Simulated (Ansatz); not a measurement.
A nudged elastic band was laid between two geometries of BCl2H5OSi (10 atoms, charge 0, multiplicity 1).

Level of theory: RKS PBE-D4/def2-SVP (Ansatz 0.2.0).

* movable images: 7
* climbing image: yes
* spring: 5.0 eV/Å²
* optimiser: quadratic models (default)
* start path: through a guess of the saddle point
* force threshold: 0.03 eV/Å
* iteration limit: 60
* end points: relaxed

Image 0:

```xyz
10
Properties=species:S:1:pos:R:3
B 0.095 -0.087 0.162
H 0.677 0.504 1.048
Cl 1.198 -0.668 -1.205
Cl -1.446 0.734 -0.407
O -0.404 -1.495 0.792
Si -0.515 -2.949 -0.229
H 0.824 -3.595 -0.279
H -1.459 -3.756 0.617
H -1.135 -2.641 -1.549
H -1.189 -1.328 1.356
```

Image 8:

```xyz
10
Properties=species:S:1:pos:R:3
B 0.226 -0.433 -0.726
H -0.730 -0.204 2.196
Cl 1.570 0.701 -0.843
Cl -1.442 0.185 -0.849
O 0.466 -1.746 -0.552
Si -0.630 -3.051 -0.396
H 0.229 -4.261 -0.202
H -1.511 -2.830 0.796
H -1.443 -3.173 -1.650
H -0.091 -0.469 2.533
```

(1) Which bonds break or form, and what moves?

(2) Give the energies along the band, and the barrier.

(3) What is the geometry of the highest image?

The band took 27 iterations and roughly 12 core-minutes.

Results:

(1) Bonds broken: B1–H2, O5–H10. Bonds formed: H2–H10. BCl2H5OSi becomes BCl2H3OSi + H2.

(2) The run converged. The highest image is number 4 of 0 to 8, 90.7 kJ/mol above the first end and 159.7 kJ/mol above the last; the last end lies 69.0 kJ/mol below the first. The profile has 2 maxima (images 2, 4) with wells between them (image 3): this band takes more than one step, which may be the mechanism or a detour left from its start path. A vibrational analysis at the climbing image gives one clearly imaginary mode, 1248i cm⁻¹: a first-order saddle point. The orbitals stay closed-shell, which can raise the energy where a bond breaks towards radicals; this wasn't checked here.

```tsv
image	path coordinate (Å)	energy (kJ/mol)	B1–H2 (Å)	O5–H10 (Å)	H2–H10 (Å)
0	0.00	0.0	1.21	0.98	2.63
1	1.21	6.3	1.22	0.98	2.41
2	2.43	6.5	1.22	0.98	2.29
3	3.64	4.6	1.22	0.98	2.42
4	4.86	90.7	1.37	1.25	1.07
5	5.64	-24.0	2.05	1.98	0.78
6	6.42	-62.5	2.70	2.61	0.77
7	7.21	-68.1	3.08	3.08	0.77
8	7.99	-69.0	3.08	3.39	0.77
```

(3) 
```xyz
10
Properties=species:S:1:pos:R:3
B -0.035 -0.203 0.044
H 0.107 0.096 1.370
Cl 1.234 0.670 -0.873
Cl -1.761 0.105 -0.417
O 0.275 -1.696 0.265
Si -0.682 -3.042 -0.243
H 0.125 -4.240 0.151
H -2.003 -3.046 0.465
H -0.848 -2.966 -1.728
H 0.233 -0.959 1.272
```

Run time: 6.4 min on 2 threads of Arm Neoverse V1 (shared host), peak memory 0.15 GiB.
